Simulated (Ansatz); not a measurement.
The cluster Cu2Ni. Charge 0, multiplicity 1. Geometry PBE-D4/def2-TZVP.

```xyz
3

Ni    1.2740   -0.1936    0.1881
Cu   -0.8871   -0.7725    0.7055
Cu   -0.3868    0.9661   -0.8935
```

The 6-31G sets use Cartesian d functions. The restricted singlet is unstable towards broken spin symmetry in Hartree–Fock (as tested in another run); at HF/STO-3G, HF/6-31G this wasn't settled. The restricted singlet is unstable towards broken spin symmetry at other levels; at PBE-D4/def2-SVP, B97M-V/def2-TZVP, ωB97M-V/def2-TZVP this wasn't settled. The geometry of the singlet was relaxed on an unsound state (restricted singlet, unstable towards broken spin symmetry). At PBE0-D4/def2-TZVP a triplet of charge 0 lies 0.49 eV below the restricted singlet, each at its own geometry. The structure comes from a short search, and lower isomers may exist.

Task: Estimate the orbital energies around the gap (eV) in Ansatz with HF/STO-3G, HF/6-31G, PBE-D4/def2-SVP, B97M-V/def2-TZVP, ωB97M-V/def2-TZVP.

Result: 
```json
{"orbital": "HOMO−5", "HF/STO-3G": "-12.07", "HF/6-31G": "-11.57", "PBE-D4/def2-SVP": "-4.20", "B97M-V/def2-TZVP": "-5.20", "ωB97M-V/def2-TZVP": "-8.18"}
{"orbital": "HOMO−4", "HF/STO-3G": "-11.65", "HF/6-31G": "-11.51", "PBE-D4/def2-SVP": "-3.38", "B97M-V/def2-TZVP": "-4.10", "ωB97M-V/def2-TZVP": "-7.32"}
{"orbital": "HOMO−3", "HF/STO-3G": "-8.72", "HF/6-31G": "-11.28", "PBE-D4/def2-SVP": "-3.26", "B97M-V/def2-TZVP": "-3.82", "ωB97M-V/def2-TZVP": "-6.98"}
{"orbital": "HOMO−2", "HF/STO-3G": "-8.53", "HF/6-31G": "-11.07", "PBE-D4/def2-SVP": "-3.00", "B97M-V/def2-TZVP": "-3.58", "ωB97M-V/def2-TZVP": "-6.95"}
{"orbital": "HOMO−1", "HF/STO-3G": "-6.48", "HF/6-31G": "-9.02", "PBE-D4/def2-SVP": "-2.75", "B97M-V/def2-TZVP": "-3.46", "ωB97M-V/def2-TZVP": "-6.75"}
{"orbital": "HOMO", "HF/STO-3G": "-6.02", "HF/6-31G": "-4.67", "PBE-D4/def2-SVP": "-2.73", "B97M-V/def2-TZVP": "-3.26", "ωB97M-V/def2-TZVP": "-6.58"}
{"orbital": "LUMO", "HF/STO-3G": "0.64", "HF/6-31G": "-0.15", "PBE-D4/def2-SVP": "-2.70", "B97M-V/def2-TZVP": "-2.97", "ωB97M-V/def2-TZVP": "-0.33"}
{"orbital": "LUMO+1", "HF/STO-3G": "0.84", "HF/6-31G": "0.83", "PBE-D4/def2-SVP": "-2.69", "B97M-V/def2-TZVP": "-2.88", "ωB97M-V/def2-TZVP": "-0.18"}
{"orbital": "LUMO+2", "HF/STO-3G": "3.33", "HF/6-31G": "1.44", "PBE-D4/def2-SVP": "-0.03", "B97M-V/def2-TZVP": "-0.44", "ωB97M-V/def2-TZVP": "1.76"}
{"orbital": "LUMO+3", "HF/STO-3G": "3.52", "HF/6-31G": "2.21", "PBE-D4/def2-SVP": "0.24", "B97M-V/def2-TZVP": "0.16", "ωB97M-V/def2-TZVP": "3.15"}
{"orbital": "LUMO+4", "HF/STO-3G": "3.71", "HF/6-31G": "2.25", "PBE-D4/def2-SVP": "1.58", "B97M-V/def2-TZVP": "0.49", "ωB97M-V/def2-TZVP": "3.16"}
{"orbital": "LUMO+5", "HF/STO-3G": "8.19", "HF/6-31G": "2.96", "PBE-D4/def2-SVP": "1.65", "B97M-V/def2-TZVP": "0.58", "ωB97M-V/def2-TZVP": "3.17"}
```
